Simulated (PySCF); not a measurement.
**Magnetic susceptibility: `CO/C(F)=C/OCC#N`, C$_{5}$H$_{6}$FNO$_{2}$**

Geometry:
```json
{"atom": "C1", "x (Å)": "-2.956", "y (Å)": "-0.513", "z (Å)": "-0.364"}
{"atom": "O2", "x (Å)": "-1.851", "y (Å)": "-0.757", "z (Å)": "0.487"}
{"atom": "C3", "x (Å)": "-0.647", "y (Å)": "-0.294", "z (Å)": "0.078"}
{"atom": "F4", "x (Å)": "-0.659", "y (Å)": "0.334", "z (Å)": "-1.126"}
{"atom": "C5", "x (Å)": "0.445", "y (Å)": "-0.460", "z (Å)": "0.819"}
{"atom": "O6", "x (Å)": "1.736", "y (Å)": "-0.085", "z (Å)": "0.598"}
{"atom": "C7", "x (Å)": "2.035", "y (Å)": "0.596", "z (Å)": "-0.606"}
{"atom": "C8", "x (Å)": "3.455", "y (Å)": "0.888", "z (Å)": "-0.634"}
{"atom": "N9", "x (Å)": "4.570", "y (Å)": "1.124", "z (Å)": "-0.674"}
{"atom": "H10", "x (Å)": "-3.811", "y (Å)": "-0.954", "z (Å)": "0.142"}
{"atom": "H11", "x (Å)": "-2.820", "y (Å)": "-0.986", "z (Å)": "-1.341"}
{"atom": "H12", "x (Å)": "-3.122", "y (Å)": "0.559", "z (Å)": "-0.505"}
{"atom": "H13", "x (Å)": "0.345", "y (Å)": "-0.973", "z (Å)": "1.761"}
{"atom": "H14", "x (Å)": "1.791", "y (Å)": "-0.018", "z (Å)": "-1.486"}
{"atom": "H15", "x (Å)": "1.485", "y (Å)": "1.547", "z (Å)": "-0.676"}
```

Theory: GIAO OLYP/6-311G** magnetisability, rotational g tensor and spin-rotation constants, non-relativistic, gas phase in PySCF. Geometry: GFN2-xTB.

**Question.** What are the magnetisability and the molar susceptibility?

**Answer.** Isotropic -1105 × 10⁻³⁰ J/T², or -66.5 × 10⁻⁶ cm³/mol; principal values -1225, -1076, -1014 × 10⁻³⁰ J/T², anisotropy 188 × 10⁻³⁰ J/T² (root of half the summed squared differences of the principal values). The susceptibility is in cgs units.

**Question.** Split it along the inertial axes a, b, c into diamagnetic and paramagnetic parts about the centre of mass, with the quadrupole moment.

**Answer.** 
```tsv
axis	χ (10⁻⁶ cm³/mol)	diamagnetic (10⁻⁶ cm³/mol)	paramagnetic (10⁻⁶ cm³/mol)	summed x² of all electrons (Å²)	quadrupole Θ (D Å)
a	-73.3	-275.8	202.5	409.7	-12.90
b	-65.2	-1796.0	1730.8	51.3	+6.57
c	-61.1	-1955.7	1894.6	13.7	+6.33
```
Anisotropies 2χaa − χbb − χcc = -20.3 and 2χbb − χaa − χcc = +3.9 × 10⁻⁶ cm³/mol. Θ is traceless in Buckingham's convention.

**Question.** And the rotational g tensor?

**Answer.** 
```
axis  rotational constant (GHz)        g  nuclear part  electronic part
   a                     6.5116  -0.0478        0.5717          -0.6195
   b                     0.6735  -0.0111        0.5365          -0.5476
   c                     0.6152  -0.0113        0.5362          -0.5475
```
Asymmetric top; isotopes 12C, 19F, 1H, 14N, 16O; no vibrational averaging.
